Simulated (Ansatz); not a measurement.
The cluster B₂F₄⁺. The state is a doublet with charge 1. Geometry PBE0-D4/def2-SVP, that of the neutral singlet; atoms count from 1.

```csv
atom,x (Å),y (Å),z (Å)
B1,0.414,0.164,-0.739
B2,-0.414,-0.164,0.739
F3,1.431,0.999,-0.788
F4,-0.611,0.774,1.642
F5,0.059,-0.409,-1.870
F6,-0.879,-1.364,1.016
```

The structure comes from a short search, and lower isomers may exist.

Problem. Estimate the Mulliken populations from the PBE0/def2-TZVP orbitals of Ansatz.

Solution. 
```json
{"atom": "B1", "charge (e)": "0.56", "spin (α − β)": "0.22"}
{"atom": "B2", "charge (e)": "0.56", "spin (α − β)": "0.22"}
{"atom": "F3", "charge (e)": "-0.03", "spin (α − β)": "0.14"}
{"atom": "F4", "charge (e)": "-0.03", "spin (α − β)": "0.14"}
{"atom": "F5", "charge (e)": "-0.03", "spin (α − β)": "0.14"}
{"atom": "F6", "charge (e)": "-0.03", "spin (α − β)": "0.14"}
```
Mulliken values depend strongly on the basis.

Problem. Where does the spin sit?

Solution. Summed by element: B 0.44, F 0.56, of 1 unpaired in all. Largest on single atoms: B2 0.22, B1 0.22, F6 0.14.

Problem. And the Mayer bond orders between heavy atoms (over 0.3)?

Solution. B1–B2 0.56 (1.73 Å); B1–F3 1.41 (1.32 Å); B1–F5 1.41 (1.32 Å); B2–F4 1.41 (1.32 Å); B2–F6 1.41 (1.32 Å).
